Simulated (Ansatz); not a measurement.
Calculated with Ansatz (gas phase, PBE0-D4/def2-TZVP geometries, no zero-point term in ΔE). CCSD(T)/CBS is the MP2 limit (def2-TZVPP, def2-QZVPP) plus CCSD(T) − MP2 in def2-TZVPP, frozen cores. DFT in def2-TZVPP. For Ge outer-core shells are correlated without core-valence functions, which leaves a few kJ/mol of doubt a bond. Scalar relativity is left out up to krypton. One conformer a species, not always the lowest.

Reaction (ligand exchange at a Ge–N bond): `C[NH][GeH]([F])[F]` + `O[SiH3]` → `[F][GeH]([F])[O][SiH3]` + CH₃NH₂

`C[NH][GeH]([F])[F]`:

Cartesian coordinates in Å:
```
C -1.068 0.127 0.931
N -0.549 0.276 -0.419
Ge 1.157 -0.088 -0.825
F 2.127 0.809 0.281
F 1.612 -1.719 -0.455
H -1.359 -0.900 1.177
H -1.936 0.777 1.070
H -0.309 0.444 1.648
H -1.221 0.068 -1.141
H 1.546 0.206 -2.268
```

`O[SiH3]`:

Cartesian coordinates in Å:
```
O -0.472 -0.185 1.177
Si -0.018 0.010 -0.395
H 0.182 -0.017 1.856
H 0.417 1.406 -0.672
H -1.213 -0.315 -1.206
H 1.103 -0.899 -0.760
```

`[F][GeH]([F])[O][SiH3]`:

Z-matrix (Å, degrees):
```
Ge
F 1 1.718
O 1 1.729 2 108.3
F 1 1.717 2 104.7 3 115.5
H 1 1.517 2 111.3 3 -124.4
Si 3 1.652 1 137.1 2 51.3
H 6 1.483 3 107.9 1 132.7
H 6 1.483 3 108.9 1 -108.2
H 6 1.485 3 110.5 1 12.4
```

CH₃NH₂:

Cartesian coordinates in Å:
```
C -0.389 0.161 -0.382
N 0.439 -0.532 0.590
H -0.084 1.193 -0.609
H -1.420 0.190 -0.024
H -0.392 -0.399 -1.319
H 0.448 -0.034 1.471
H 1.399 -0.579 0.273
```

CCSD(T)/CBS gives -0.33 eV.

(1) Another level gave -0.36 eV. Which?
A. LC-ωPBE/def2-TZVPP
B. HF/def2-TZVPP
C. B2PLYP/def2-TZVPP
D. LDA (SPW92)/def2-TZVPP

Largest T1 diagnostic among the species: 0.012.

Results:

(1) C. B2PLYP -0.36, LC-ωPBE -0.31, HF/def2-TZVPP -0.47, LDA (SPW92) -0.22 eV.

At CCSD(T), def2-SVP lies −0.08 eV from the extrapolated value and def2-TZVPP −0.03 eV. From BLYP to BHLYP (50 % exact exchange), in def2-TZVPP and without D4, ΔE moves by −0.04 eV.
